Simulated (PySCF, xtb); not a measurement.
CdHIS, SMILES [I][Cd][SH].

GFN2-xTB in xtb at its own geometry gives an orbital gap of 2.88 eV and a dipole moment of 6.50 D.

Geometry optimised at B3LYP-D3(BJ)/def2-TZVP. The def2 effective core potentials stand for the cores of Cd, I; spin–orbit coupling is left out. The values are those of a single conformer.

Problem. What does M06-2X/def2-TZVPD in PySCF give? (An estimate is asked for; the answer gives what the named calculation found.)

Solution. gap 7.19 eV (levels -8.58 and -1.38 eV), dipole 0.83 D.
